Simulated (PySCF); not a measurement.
Harmonic spectrum computed at PBE0 in the def2-TZVP basis family (core potentials from Rb on, PySCF, no spin–orbit coupling):

| symmetry | ω (cm⁻¹) | IR (km/mol) |
| --- | --- | --- |
| a | 143 | 72.3 |
| a | 263 | 86.0 |
| a | 305 | 59.7 |
| a | 397 | 8.5 |
| a | 454 | 51.6 |
| a | 467 | 82.7 |
| a | 812 | 166 |
| a | 837 | 141 |
| a | 874 | 223 |
| a | 976 | 61.4 |
| a | 1003 | 152 |
| a | 1055 | 126 |
| a | 3781 | 44.7 |
| a | 3869 | 104 |
| a | 3874 | 91.8 |

Problem. Which molecule gave it? In each, all ligands are bound to the one heavy central atom.
A. S(OH)₃ (doublet)
B. As(OH)₃ (singlet)
C. Si(OH)₃ (doublet)
D. P(OH)₃ (singlet)

Solution. D. It has C1 symmetry with O–H 0.962 Å (×2), O–H 0.967 Å, P–O 1.610 Å, P–O 1.635 Å, P–O 1.645 Å.
